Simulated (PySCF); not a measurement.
(CF3)2P-PF2, C2F8P2.
Numbering: `[F:1][P:2]([F:3])[P:4]([C:5]([F:6])([F:7])[F:8])[C:9]([F:10])([F:11])[F:12]`

Level of theory: PySCF 2.14.0, PBE0-D3(BJ)/def2-SVP geometry optimisation, gas phase.

Task: List the bond lengths, angles and torsions at this level.

Result: 
| bond | length (bohr) |
| --- | --- |
| F1–P2, P2–F3 | 3.040 |
| P2–P4 | 4.301 |
| P4–C5, P4–C9 | 3.589 |
| C5–F6 and 3 like bonds | 2.510 |
| C5–F7, C9–F12 | 2.529 |

Bonds in one row agree within 0.02 bohr and their mean is given. A selection of angles:
| angle | degrees |
| --- | --- |
| F1–P2–F3 | 98.9 |
| F1–P2–P4 | 94.9 |
| F3–P2–P4 | 94.1 |
| P2–P4–C5 | 95.9 |
| P2–P4–C9 | 93.9 |
| C5–P4–C9 | 97.3 |
| P4–C5–F6 | 110.1 |
| P4–C5–F7 | 113.8 |
| F6–C5–F7 | 107.8 |
| F6–C5–F8 | 108.5 |
| P4–C9–F10 | 111.0 |
| P4–C9–F11 | 114.7 |
| P4–C9–F12 | 107.0 |

Torsions: F1–P2–P4–C5 160° (antiperiplanar); P2–P4–C5–F6 146° (anticlinal); P2–P4–C9–F10 174° (antiperiplanar). The mirror-image conformer, all signs reversed, is as good.

P4 (three-coordinate phosphorus) is pyramidal (angles 97.3°, 95.9° and 93.9°, sum 287.2°, 1.03 Å off the plane of its three neighbours). P2 (three-coordinate phosphorus) is pyramidal (angles 98.9°, 94.9° and 94.1°, sum 288.0°, 0.90 Å off the plane of its three neighbours). Of the pairs four or more bonds apart, F7···F11 is among the closest relative to their van der Waals radii: 2.81 Å, 96 % of the sum of Bondi's values.

Point group: C1 (no symmetry element, even within 0.4 Å). No PBE0-D3(BJ)/def2-SVP frequencies stand behind this structure, so it isn't proved a minimum. One conformer, not necessarily the lowest.
